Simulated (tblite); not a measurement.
Cyclobutyl ethanoate, C₆H₁₀O₂.
SMILES with atom numbers: `[CH3:1][C:2](=[O:3])[O:4][CH:5]1[CH2:6][CH2:7][CH2:8]1` (hydrogens: H9, H10, H11 on C1; H12 on C5; H13, H14 on C6; H15, H16 on C7; H17, H18 on C8)

Computed with GFN2-xTB (tblite), gas phase: Langevin dynamics at 200 K from the optimised GFN2-xTB geometry, time step 0.5 fs, friction 0.01 fs⁻¹, 2000 steps.

Start geometry:
```
atom  x, y, z in Å
C1      3.149   -0.116   -0.296
C2      1.847    0.348    0.304
O3      1.744    1.026    1.292
O4      0.814   -0.102   -0.416
C5     -0.504    0.235   -0.003
C6     -1.457   -0.961    0.143
C7     -2.484   -0.220   -0.727
C8     -1.400    0.796   -1.118
H9      3.979    0.292    0.273
H10     3.208    0.212   -1.331
H11     3.185   -1.202   -0.280
H12    -0.445    0.868    0.885
H13    -1.758   -1.208    1.158
H14    -1.053   -1.847   -0.341
H15    -3.285    0.226   -0.142
H16    -2.916   -0.792   -1.544
H17    -0.973    0.604   -2.099
H18    -1.660    1.849   -1.035
```

The statistics below take the 31 frames saved every 25 fs from 250 to 1000 fs; their kinetic temperature (all 3N coordinates) averages 188 K.

**Question.** Give the mean, spread and extremes of the bond lengths.

**Answer.** 
```tsv
bond	start (Å)	mean (Å)	standard deviation (Å)	shortest (Å)	longest (Å)
C1–C2	1.507	1.506	0.024	1.459	1.573
C2=O3	1.202	1.203	0.012	1.178	1.222
C2–O4	1.338	1.347	0.020	1.305	1.388
O4–C5	1.421	1.426	0.030	1.339	1.482
C5–C6	1.537	1.540	0.025	1.489	1.586
C6–C7	1.537	1.545	0.025	1.480	1.586
C7–C8	1.537	1.540	0.025	1.481	1.600
C5–C8	1.536	1.534	0.021	1.502	1.586
C1–H9	1.085	1.087	0.019	1.048	1.120
C1–H10	1.087	1.089	0.025	1.045	1.142
C1–H11	1.087	1.089	0.022	1.037	1.136
C5–H12	1.093	1.094	0.019	1.053	1.131
C6–H13	1.087	1.087	0.025	1.050	1.141
C6–H14	1.087	1.088	0.016	1.060	1.129
C7–H15	1.087	1.089	0.026	1.024	1.130
C7–H16	1.087	1.090	0.024	1.041	1.140
C8–H17	1.087	1.088	0.019	1.056	1.121
C8–H18	1.087	1.090	0.021	1.028	1.140
```

**Question.** Give the same statistics for bond angles, one of each kind among heavy atoms.

**Answer.** 
```tsv
angle	start (°)	mean (°)	standard deviation (°)	smallest (°)	largest (°)
C1–C2–O3	125.1	125.0	2.5	119.6	130.1
C1–C2–O4	110.4	111.0	1.9	108.3	115.5
O3–C2–O4	124.5	123.8	3.0	116.8	130.1
C2–O4–C5	118.7	118.1	3.2	112.1	124.9
O4–C5–C6	114.7	114.8	3.8	105.8	123.3
C6–C5–C8	89.5	89.6	1.8	86.1	94.1
C5–C6–C7	89.2	89.1	1.9	85.0	92.0
C6–C7–C8	89.5	89.2	1.9	85.0	94.1
```

**Question.** How far does each atom move about its mean position (frames aligned on the start, all atoms weighted alike), and what rms force does it feel?

**Answer.** 
| atom | rms displacement (Å) | rms force (eV/Å) |
| --- | --- | --- |
| C1 | 0.11 | 1.64 |
| C2 | 0.14 | 1.33 |
| O3 | 0.39 | 1.17 |
| O4 | 0.20 | 1.38 |
| C5 | 0.16 | 1.59 |
| C6 | 0.19 | 1.54 |
| C7 | 0.12 | 1.63 |
| C8 | 0.17 | 1.49 |
| H9 | 0.78 | 0.71 |
| H10 | 0.89 | 0.81 |
| H11 | 0.87 | 0.76 |
| H12 | 0.29 | 0.75 |
| H13 | 0.34 | 0.84 |
| H14 | 0.32 | 0.58 |
| H15 | 0.25 | 0.93 |
| H16 | 0.33 | 0.87 |
| H17 | 0.30 | 0.72 |
| H18 | 0.32 | 0.77 |

The displacements run from 0.11 to 0.89 Å, the largest at H10.

**Question.** Follow the torsions C1–C2–O4–C5 and C2–O4–C5–C6 through every second one of these frames.

**Answer.** 
| t (fs) | C1–C2–O4–C5 (°) | C2–O4–C5–C6 (°) |
| --- | --- | --- |
| 250 | -177 | -155 |
| 300 | -178 | -150 |
| 350 | 171 | -141 |
| 400 | 166 | -130 |
| 450 | 172 | -118 |
| 500 | 177 | -117 |
| 550 | -160 | -121 |
| 600 | -172 | -112 |
| 650 | -178 | -117 |
| 700 | 174 | -102 |
| 750 | 165 | -93 |
| 800 | 174 | -98 |
| 850 | 173 | -102 |
| 900 | -170 | -107 |
| 950 | -166 | -94 |
| 1000 | -175 | -82 |

Largest departure from the start value over all these frames: C1–C2–O4–C5 20° (start 180°), C2–O4–C5–C6 46° (start -128°).

**Question.** How widely does the potential energy scatter, against a harmonic estimate?

**Answer.** Mean 0.39 eV above the start, standard deviation 0.067 eV, range 0.29 to 0.62 eV. For 48 classical harmonic modes at 200 K the canonical values are 48kT/2 = 0.41 eV and kT·√(48/2) = 0.084 eV.

The run is classical and short, so these are rough statistics of one trajectory.

The cost below is that of the whole dynamics run. Hardware: an INTEL XEON PLATINUM 8581C at 2.30 GHz with one thread, shared host. Cost: 9.6 s, 0.18 GiB resident at most.
